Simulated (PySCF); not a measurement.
**[Nd(H2S)2]3+ at several levels of theory**

Computed with PySCF 2.14.0 (density fitting, no spin-orbit coupling) at the geometry relaxed with r2SCAN:

```xyz
7
[Nd(H2S)2]3+ (singlet in the valence; each metal's 4f electrons, 3 of them, lie in its core potential, out of spins and levels)
Nd    1.5051    0.0000    0.0000
S    -0.4040    0.1809    2.1282
H     0.2253    0.0762    3.3435
H    -0.8457    1.4726    2.2707
S    -0.4040   -0.1809   -2.1282
H     0.2253   -0.0762   -3.3435
H    -0.8457   -1.4726   -2.2707
```

| level | basis | state | HOMO (eV) | gap (eV) | charge on Nd1 (e) | population of f-type functions on Nd1 (polarisation alone where 4f lies in the core) | dipole about the centre of mass (D) | largest force component (eV/Å) |
| --- | --- | --- | --- | --- | --- | --- | --- | --- |
| r2SCAN | Nd lcecp-1-SVP with ECP49, S def2-SVP, H def2-SVP | singlet | -21.61 | 3.03 | 1.97 | 0.02 | 0.79 | 0.01 |
| M06-L | the same | singlet | -21.58 | 3.09 | 2.07 | 0.01 | 1.14 | 0.15 |
| r2SCAN | Nd lcecp-1-TZVP with ECP49, S def2-TZVP, H def2-TZVP | singlet | -21.50 | 3.07 | 2.08 | 0.02 | 0.34 | 0.23 |

In the lcecp rows the 4f levels are missing from HOMO and gap, and the state counts the valence alone.

Charges are Mulliken's, which hang on the basis. The relaxation used the grid (50, 194), these runs (75, 302) or, all-electron (x2c bases, spin-free X2C Hamiltonian), (99, 590).

A further run in the first row's basis gives HOMO (eV) -21.37, gap (eV) 2.51, charge on Nd1 (e) 1.89, population of f-type functions on Nd1 (polarisation alone where 4f lies in the core) 0.02, dipole about the centre of mass (D) 0.27, largest force component (eV/Å) 0.24. Which level was it?
A. PBE0
B. revPBE
C. B3LYP

B. The others give HOMO -22.52 eV (PBE0); -22.25 eV (B3LYP).

In the first row's basis the gap widens with exact exchange: 2.5 to 3.1 eV for revPBE, r2SCAN, M06-L (none); 3.9 to 4.4 eV for B3LYP, PBE0 (a fixed share).

No frequency check is given that shows the relaxed geometry to be a minimum. An lcecp potential fixes the number of 4f electrons, so in runs with it no electron can move into or out of that shell.
